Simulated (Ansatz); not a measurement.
A nudged elastic band was laid between two geometries of CH3F3Ti + H2 (10 atoms, charge 0, multiplicity 1).

All numbers below come from RKS revPBE-D4/def2-SVP (Ansatz).

```yaml
movable_images: 7
climbing_image: yes
spring: 5.0 eV/Å²
optimiser: lbfgs
start_path: through a guess of the saddle point
force_threshold: 0.05 eV/Å
iteration_limit: 60
end_points: relaxed
largest_step: 0.5 Å
```

First end point:

```xyz
10
Properties=species:S:1:pos:R:3
Ti -0.613 -0.955 -0.450
C 1.048 0.217 -0.761
F -0.288 -2.498 -1.218
F -0.797 -1.105 1.294
F -1.963 -0.118 -1.195
H -0.686 1.971 2.429
H -0.726 1.212 2.341
H 0.884 1.205 -0.279
H 1.207 0.351 -1.853
H 1.934 -0.280 -0.309
```

Last end point:

```xyz
10
Properties=species:S:1:pos:R:3
Ti -1.329 -1.165 0.425
C 1.336 1.150 -0.459
F 0.193 -2.008 0.244
F -2.607 -2.264 0.871
F -1.772 -0.218 -0.977
H 1.029 1.472 0.556
H -1.170 -0.100 1.729
H 2.153 1.806 -0.818
H 0.473 1.224 -1.147
H 1.694 0.104 -0.423
```

Problem. What changes between the two ends?

Solution. Bonds broken: Ti1–C2, H6–H7. Bonds formed: Ti1–H7, C2–H6. CH3F3Ti + H2 becomes CH4 + F3HTi.

Problem. Give the energies along the band, and the barrier.

Solution. It did not converge within its limit. The highest image is number 4 of 0 to 8, 24.6 kcal/mol above the first end and 28.0 kcal/mol above the last; the last end lies 3.4 kcal/mol below the first. The band didn't meet its force threshold, so its energies are provisional: the largest band force was still 0.06 eV/Å, and over the last iterations the top stayed at 1.07 eV. The orbitals stay closed-shell, which can raise the energy where a bond breaks towards radicals; this wasn't checked here.

```tsv
image	path coordinate (Å)	energy (kcal/mol)	Ti1–C2 (Å)	H6–H7 (Å)	Ti1–H7 (Å)
0	0.00	0.0	2.06	0.77	3.54
1	0.83	0.6	2.06	0.76	3.17
2	1.67	2.8	2.08	0.76	2.83
3	2.51	9.4	2.12	0.78	2.29
4	3.34	24.6	2.29	1.01	1.87
5	4.30	8.5	2.84	1.59	1.72
6	5.26	0.6	3.23	1.88	1.69
7	6.22	-2.5	3.40	2.26	1.69
8	7.18	-3.4	3.64	2.95	1.69
```

Time of the run: 16 min on 2 threads of Intel(R) Xeon(R) Platinum 8375C CPU @ 2.90GHz (Ice Lake), with other jobs on the host, peak memory 0.2 GiB.
